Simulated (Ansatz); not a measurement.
Calculated with Ansatz (gas phase, PBE0-D4/def2-TZVP geometries, no zero-point term in ΔE). CCSD(T)/CBS is the MP2 limit (def2-TZVPP, def2-QZVPP) plus CCSD(T) − MP2 in def2-TZVPP, frozen cores. Functionals use def2-TZVPP. HSE06 is defined as in plane-wave codes. def2 core potentials past Kr. For Ta outer-core shells are correlated without core-valence functions, which leaves a few kJ/mol of doubt a bond. Each species was taken in one conformer, which may not be the lowest.

Consider the redistribution: `C[N](C)[Ta]([OH])([OH])([OH])[OH]` + `[OH][AlH][SH]` → `[OH][Ta]([OH])([OH])([OH])[OH]` + `C[N](C)[AlH][SH]`.

```json
{"level": "r2SCAN0", "ΔE (kcal/mol)": "1.9"}
{"level": "HSE06", "ΔE (kcal/mol)": "1.2"}
```

**Question.** What does CCSD(T)/CBS give? (An estimate is asked.)

**Answer.** Ansatz gave: +3.8 kcal/mol. The listed levels differ from it by -1.9, -2.6 kcal/mol.

Largest T1 diagnostic among the species: 0.018.

Leaving LDA and LC-ωPBE aside and taking each functional with its dispersion term where it has one, the values, not all of them listed here, spread over 1.9 kcal/mol, from revPBE-D4 to PBE-QIDH. In def2-TZVPP, CCSD(T) changes the Hartree–Fock value by +3.1 kcal/mol (the triples alone add +0.5 kcal/mol) and MP2 by +4.2 kcal/mol.
